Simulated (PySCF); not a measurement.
**A run, input to output**

The script drives PySCF SCF with an in-house response code with single-precision fitted integrals, so total energies wander by about 1e-6 Eh between cycles (the fitting error itself is about 1e-3 Eh and cancels in differences); atoms count from 0. Kgrid is the grid level of the response kernel; vcut the energy (Eh) above which virtual orbitals leave the response; delta the states run by ΔSCF (the anion only where the lumo is low enough to bind); pop asks for populations, which are stored and not printed; grid is the SCF grid level (2 if not given).

The basis has no diffuse functions, so the polarisability comes out too low. Without diffuse functions Rydberg states are missing, so unbound LUMOs, wide gaps and states within about 2 eV of the ionisation energy come out too high, and electron affinities are rough.

Job and coordinates (Å):

```
{"job": {"kind": "uv", "basis": "6-31G*", "grid": 1, "kgrid": 0, "vcut": null, "nstates": 8, "ntriplets": 3, "tda": true, "delta": ["ip_vertical", "ea_vertical"], "pop": true, "xc": "B3LYP"}, "charge": 0, "multiplicity": 1}
N     -0.842257    -0.784094    -1.231119
B     -0.831881    -0.614420    -2.855120
N     -2.130664    -0.468095     0.986190
N     -0.801853    -0.663925     3.136101
B     -2.254028    -0.493900    -0.655496
B     -0.759941    -0.893269     1.563240
N      0.230930     1.404183    -1.306454
B      0.861379     1.339363    -2.801417
N      0.622297    -0.143386    -3.223095
N      1.678527    -0.627585    -1.042662
B      1.687517    -1.083406    -2.605518
N      0.907074     1.170067     3.167603
B      0.364346     1.463918     1.682095
B      0.591155    -0.257640     3.777109
N      0.307205     0.063403     0.962105
B      0.308774     0.016718    -0.643387
H     -0.661361    -1.769200    -1.096778
H     -1.065368    -1.677815    -3.345490
H     -1.630649     0.207493    -3.180439
H     -2.301701     0.495650     1.249427
H     -2.894831    -1.027438     1.342996
H     -1.136331    -1.498343     3.603711
H     -1.450223     0.085401     3.357130
H     -2.645557     0.589234    -0.965634
H     -3.015835    -1.362493    -0.937225
H     -0.519868    -2.039344     1.353070
H     -0.754263     1.607646    -1.438081
H      0.645617     2.165934    -0.784666
H      0.269690     2.107412    -3.497288
H      2.026086     1.611686    -2.723148
H      0.693433    -0.197770    -4.229854
H      1.931419    -1.435432    -0.485528
H      2.410117     0.067823    -0.951981
H      1.380688    -2.236102    -2.656861
H      2.782678    -0.885157    -3.045998
H      0.537280     1.893938     3.772412
H      1.912839     1.290162     3.178312
H     -0.715796     1.970604     1.759652
H      1.166916     2.189678     1.169603
H      0.477156    -0.180445     4.963333
H      1.421027    -1.044356     3.444952
H      1.193885    -0.341179     1.241121
```

Command:

```bash
OMP_NUM_THREADS=1 python large_run.py task.json out
```

Q: What does the program print?

A: 
```
start: PBE on a coarse grid of 30906 points
cycle   1  E = -651.8736510762  dE =  1.570e+00  |g| = 9.519e-01  |ddm| = 5.588e+00
cycle   2  E = -651.6407728896  dE =  2.329e-01  |g| = 1.402e+00  |ddm| = 2.956e+00
cycle   3  E = -652.1306927589  dE = -4.899e-01  |g| = 2.466e-01  |ddm| = 1.975e+00
cycle   4  E = -652.1453533734  dE = -1.466e-02  |g| = 5.901e-02  |ddm| = 3.074e-01
cycle   5  E = -652.1461510806  dE = -7.977e-04  |g| = 1.612e-02  |ddm| = 7.036e-02
cycle   6  E = -652.1461971435  dE = -4.606e-05  |g| = 8.077e-03  |ddm| = 2.145e-02
final grid: 130208 points
cycle   7  E = -652.9284049914  dE = -6.037e-03  |g| = 7.700e-02  |ddm| = 3.027e-01
cycle   8  E = -652.9281995748  dE =  2.054e-04  |g| = 8.351e-02  |ddm| = 1.220e-01
cycle   9  E = -652.9296990878  dE = -1.500e-03  |g| = 1.005e-02  |ddm| = 6.050e-02
cycle  10  E = -652.9297229305  dE = -2.384e-05  |g| = 2.232e-03  |ddm| = 1.436e-02
cycle  11  E = -652.9297253239  dE = -2.393e-06  |g| = 4.282e-04  |ddm| = 2.726e-03
cycle  12  E = -652.9297248121  dE =  5.118e-07  |g| = 1.995e-04  |ddm| = 6.260e-04
cycle  13  E = -652.9297239895  dE =  8.226e-07  |g| = 3.589e-05  |ddm| = 1.835e-04
converged SCF energy = -652.9297239895
Vertical ionisation energy (delta-SCF) = 8.4478 eV   <S^2> = 0.753

Static polarisability (au): isotropic 146.893, principal 133.091 142.754 164.835

Singlet excitations
state   eV       nm        f      main configurations
  1   6.3183    196.2   0.00122   H->L 0.98
  2   6.6132    187.5   0.00099   H-1->L 0.92
  3   6.6851    185.5   0.00023   H-2->L 0.97
  4   6.7592    183.4   0.00383   H->L+1 0.79, H->L+2 0.13
  5   6.9772    177.7   0.00141   H-1->L+1 0.74, H-1->L+2 0.14
  6   7.0312    176.3   0.00091   H->L+2 0.83, H->L+1 0.13
  7   7.1131    174.3   0.00451   H-2->L+1 0.77, H-2->L+2 0.17
  8   7.3354    169.0   0.00078   H-1->L+2 0.78, H-1->L+1 0.15

Triplet excitations (Tamm-Dancoff, eV): 6.3087 6.5957 6.6694
```

The run took 2.7 min of wall time on 1 thread of AMD EPYC 7R43 64-Core (shared host), peak memory 0.61 GiB.
